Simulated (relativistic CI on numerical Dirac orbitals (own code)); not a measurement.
## Ru2+: M2,3 absorption edge

Computed with this model: Dirac-Coulomb-Breit CI, separate exchange-only KLI orbitals for each configuration, a model potential for QED, valence Slater integrals scaled by 0.9, multiplet model of core-to-valence dipole absorption; configurations [Kr] 4d6 → [Ne] 3s2 3p5 3d10 4s2 4p6 4d7; 10 K; Lorentzian 3 eV and Gaussian 0.4 eV FWHM. Energies are those of the free ion, without screening or charge transfer. The branching ratio is the share of the lower-energy edge in the whole absorption, uncertain by about 0.02 where the edges overlap. S is read from ⟨S²⟩ = S(S + 1).

Field parameters in Wybourne normalisation: Oh B⁴₀ = 21Dq, B⁴₄ = √(5/14) B⁴₀. The field is a parameter set, without covalency.

free ion: ground-state S = 1.99, centroid 468.89 eV, branching ratio 0.830. Peaks (eV, height): 465.0 (100), 487.5 (22).

Oh, 10Dq = 10650 cm⁻¹: ground-state S = 1.99, centroid 469.50 eV, branching ratio 0.809. Peaks (eV, height): 465.0 (100), 487.5 (24).

Oh, 10Dq = 22500 cm⁻¹: ground-state S = 0.05, centroid 470.78 eV, branching ratio 0.769. Peaks (eV, height): 465.5 (100), 488.0 (31).

Oh, 10Dq = 28400 cm⁻¹: ground-state S = 0.03, centroid 471.53 eV, branching ratio 0.755. Peaks (eV, height): 466.0 (100), 488.5 (34).

Oh, 10Dq = 34350 cm⁻¹: ground-state S = 0.02, centroid 472.16 eV, branching ratio 0.746. Peaks (eV, height): 466.5 (100), 489.0 (35).

Oh, 10Dq = 40250 cm⁻¹: ground-state S = 0.01, centroid 472.71 eV, branching ratio 0.741. Peaks (eV, height): 467.0 (100), 489.5 (36).

The statistical ratio of this edge is 2/3 = 0.667. Values above it arise where the holes sit mainly in the j = l + 1/2 valence subshell or the ground state has high spin; values below it where core-valence Coulomb terms move weight to the upper edge, as in nearly empty shells.

Strongest unbroadened transitions for free ion:

```csv
Energy (eV),Relative strength
464.63,19.7
464.71,16.0
464.80,100.0
464.88,32.6
464.91,19.6
465.05,3.3
465.31,1.2
465.32,0.5
465.93,47.6
466.24,1.1
466.40,1.9
466.76,1.3
487.29,16.1
487.40,11.3
487.44,1.4
487.63,16.4
487.78,2.7
489.13,2.2
```
